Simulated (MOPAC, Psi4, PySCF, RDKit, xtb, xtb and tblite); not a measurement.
Two geometries of C8H8O2, SMILES COC(=O)c1ccccc1, relaxed at GFN2-xTB with one dihedral held; other torsions can differ between them too.

Structure A

```
18

C      3.3704     0.6342     0.2983
O      1.9553     0.6863     0.3843
C      1.3061    -0.4220    -0.0087
O      1.8758    -1.4071    -0.4116
C     -0.1658    -0.2943     0.1086
C     -0.7699     0.8678     0.5812
C     -2.1477     0.9370     0.6715
C     -2.9271    -0.1452     0.2936
C     -2.3290    -1.3036    -0.1771
C     -0.9527    -1.3797    -0.2700
H      3.7328     1.5967     0.6503
H      3.7592    -0.1742     0.9212
H      3.6819     0.4603    -0.7339
H     -0.1564     1.7055     0.8732
H     -2.6178     1.8377     1.0378
H     -4.0032    -0.0851     0.3665
H     -2.9377    -2.1457    -0.4709
H     -0.4630    -2.2706    -0.6334
```

Structure B

```
18

C      3.4194     0.5179     0.2999
O      2.0255     0.7453     0.3805
C      1.2487    -0.3003    -0.0831
O      0.8878    -1.1784     0.6508
C      0.8672    -0.1984    -1.5078
C      1.1418     0.9452    -2.2559
C      0.7706     1.0032    -3.5859
C      0.1295    -0.0744    -4.1771
C     -0.1490    -1.2135    -3.4364
C      0.2150    -1.2770    -2.1058
H      3.8933     1.4076     0.7096
H      3.7087    -0.3570     0.8905
H      3.7359     0.3741    -0.7397
H      1.6289     1.7849    -1.7833
H      0.9796     1.8906    -4.1649
H     -0.1568    -0.0252    -5.2173
H     -0.6519    -2.0492    -3.8996
H      0.0070    -2.1518    -1.5085
```

Question: Which is lower in energy at the level PBE0-D3(BJ)/def2-SVP // GFN2-xTB in Psi4, and by how much?

Answer: A is lower, by 12.62 kcal/mol (dihedral C1–O2–C3–O4: 0° in A, 90° in B).

E(B) − E(A) in kcal/mol at the other levels, on the same two geometries: GFN2-xTB (xtb and tblite) 13.40; MMFF94 // GFN2-xTB (RDKit) 14.30; PBE0/def2-SVP // GFN2-xTB (Psi4) 12.96; PBE/def2-SVP // GFN2-xTB (Psi4) 12.91; PBE-D3(BJ)/def2-SVP // GFN2-xTB (Psi4) 12.55; UFF // GFN2-xTB (RDKit) 4.65; PM6, restricted, heats of formation // GFN2-xTB (MOPAC) 9.86; PM3, restricted, heats of formation // GFN2-xTB (MOPAC) 5.44; GFN1-xTB // GFN2-xTB (xtb) 12.96; restricted B3LYP/6-31G*, spherical d, density fitting // GFN2-xTB (PySCF) 12.37; restricted Hartree-Fock/3-21G, density fitting // GFN2-xTB (PySCF) 11.03; restricted Hartree-Fock/6-31G*, spherical d, density fitting // GFN2-xTB (PySCF) 12.33; restricted B3LYP/LANL2DZ, density fitting // GFN2-xTB (PySCF) 12.21.
